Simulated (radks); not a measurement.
The numbers below are computed, except where a source is named.
Orbital eigenvalues (eV) of neutral germanium, [Ar] 3d10 4s2 4p2, of relativity; Dirac values are averaged over j with weights 2j + 1. Spin-unpolarised spherical Kohn-Sham, PBE, point nucleus unless stated (finite: rms radius 4.0742 fm), a radial shooting solver on a logarithmic mesh with Libxc functionals. A level marked "c x" has the speed of light scaled by that factor and shares open shells by 2j + 1; other Dirac levels either fill j = l - 1/2 first or share by 2j + 1.

shell  non-rel.
1s       -10803
2s      -1337.1
2p      -1190.3
3s      -162.95
3p      -114.37
3d      -30.150
4s      -11.400
4p      -3.9319

Give the values at the level "Dirac, c x 0.75".

Answer. 
shell  Dirac, c x 0.75  change of magnitude (%)
1s              -11084                    +2.60
2s             -1399.4                    +4.66
2p             -1205.0                    +1.23
3s             -172.99                    +6.16
3p             -116.65                    +1.99
3d             -28.639                    -5.01
4s             -12.007                    +5.33
4p             -3.8708                    -1.55
